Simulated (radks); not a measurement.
Problem. These are the eigenvalues of the occupied orbitals of an atom or ion with whole-number occupations (eV). All-electron calculation, scalar-relativistic Kohn-Sham, BLYP, spin-polarised, spherical densities, finite nucleus; Fermi nuclear charge, rms radius of each element as measured or else 0.836 A^(1/3) + 0.57 fm. Program: a radial shooting solver on a logarithmic mesh with Libxc functionals.

| orbital | eigenvalue |
|---|---|
| 1s up | -8879.437 |
| 1s down | -8879.437 |
| 2s up | -1088.760 |
| 2s down | -1088.169 |
| 2p up | -943.4193 |
| 2p down | -942.9734 |
| 3s up | -140.6786 |
| 3s down | -139.5077 |
| 3p up | -98.0843 |
| 3p down | -96.9421 |
| 3d up | -30.1482 |
| 3d down | -29.1123 |

Which element is it, and in what charge state? The configuration may be excited. Open shells, if any, are filled with parallel spins first.

Solution. Z = 29, copper, charge +2: Cu2+ in [Ar] 3d9. The list shows which subshells hold electrons but not how many an open one holds; the 1s level, -326.31 hartree, gives Z - s = 25.5 by -(Z - s)^2/2, which with screening and relativity narrows Z to a few neighbours, and the depths of the outer levels then fix element, charge and occupations together.
